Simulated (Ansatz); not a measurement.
Reaction (ligand exchange at the Sb–Cl bond): `[F][Sb]([Cl])[Cl]` + H–F → `[F][Sb]([F])[Cl]` + HCl

Computed with Ansatz on PBE0-D4/def2-TZVP structures; ΔE is electronic, products minus reactants. CCSD(T)/CBS is the MP2 limit (def2-TZVPP, def2-QZVPP) plus CCSD(T) − MP2 in def2-TZVPP, frozen cores. This one scheme is used for every species. Functionals use def2-TZVPP. def2 core potentials past Kr. For Sb outer-core shells are correlated without core-valence functions, which leaves a few kJ/mol of doubt a bond.

CCSD(T)/CBS gives +0.17 eV.

(1) Another level gave +0.10 eV. Which?
A. CAM-B3LYP-D4/def2-TZVPP
B. BHLYP/def2-TZVPP
C. r2SCAN0/def2-TZVPP
D. PBE0-D4/def2-TZVPP

Largest T1 diagnostic among the species: 0.015.

Answers

(1) B. BHLYP 0.10, CAM-B3LYP-D4 0.06, PBE0-D4 0.20, r2SCAN0 0.16 eV.

The D4 term adds +0.06 eV with B3LYP and +0.03 eV with PBE0; it sums over pairs of atoms, weighted by their polarisabilities, and B3LYP, whose exchange is more repulsive, gets the larger term. From BLYP to BHLYP (50 % exact exchange), in def2-TZVPP and without D4, ΔE moves by +0.07 eV. Leaving LDA and LC-ωPBE aside and taking each functional with its dispersion term where it has one, the values, not all of them listed here, spread over 0.17 eV, from B97M-V to HSE06-D4.

B3LYP here is the variant with VWN-RPA as its local correlation; programs differ in this.
